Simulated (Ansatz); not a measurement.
Abridged output of a molecular run in Ansatz:

```
Functional definition: HF
1145 factors; integrals over basis functions are off by at most 1.3e-3 eV
mean field evaluation 1: about -74258.4553 eV, gradient 3.7e1 eV
mean field evaluation 2: about -74258.5126 eV, gradient 3.8e1 eV
mean field evaluation 4: about -74261.6121 eV, gradient 3.2e0 eV
mean field evaluation 8: about -74261.6468 eV, gradient 1.7e-1 eV
mean field -74261.64701061 eV, -2729.0651912876 hartree, gradient 2.5e-6 eV, S^2 0.000000; 0 other end points of the search recorded, 0 dependent functions left out
17 core orbitals not correlated: weight in the atoms' cores, before any rotation towards them, 1.000 or more for the frozen orbitals, at most 0.000 for the correlated occupied ones
reference -74261.64701061 eV, -2729.0651912876 hartree; 21, 21 occupied and 79, 79 virtual orbitals, 1145 factors
second order -23.31651312 eV of doubles, -0.00000000 eV of singles
cycle   1  -23.56697875 eV  change   -2.5e-1 eV  update   1.1e-1
cycle   2  -24.13654719 eV  change   -5.7e-1 eV  update   3.0e-2
cycle   3  -24.25837137 eV  change   -1.2e-1 eV  update   1.5e-2
cycle   4  -24.25220568 eV  change    6.2e-3 eV  update   3.3e-3
cycle   5  -24.25103947 eV  change    1.2e-3 eV  update   1.4e-3
cycle   6  -24.25124766 eV  change   -2.1e-4 eV  update   4.7e-4
cycle   7  -24.25099531 eV  change    2.5e-4 eV  update   1.6e-4
cycle   8  -24.25097708 eV  change    1.8e-5 eV  update   6.4e-5
cycle   9  -24.25098838 eV  change   -1.1e-5 eV  update   2.3e-5
perturbative correction -0.58791265 eV, -0.0216053913 hartree
Total energy: -74286.48591163 eV, -2729.9780040638 hartree
```

Its atoms:

```xyz
10

C     0.215    1.334    0.534
N     0.084   -0.098    0.741
Ge    0.030   -1.208   -0.676
F    -0.170   -2.789   -0.011
Cl   -1.680   -0.924   -1.951
H    -0.702    1.820    0.179
H     1.001    1.530   -0.200
H     0.523    1.816    1.465
H    -0.589   -0.334    1.458
H     1.287   -1.148   -1.539
```

Problem. Which basis set was used?
A. def2-TZVPPD
B. def2-QZVPP
C. cc-pV(Q+d)Z
D. def2-SVP

Solution. D. It gives 117 functions.

Problem. Write the keys of the input that set method, charge and spin (a neutral closed shell needs none for the last two).

Solution. 
```yaml
correlation: {method: ccsd_t}
```
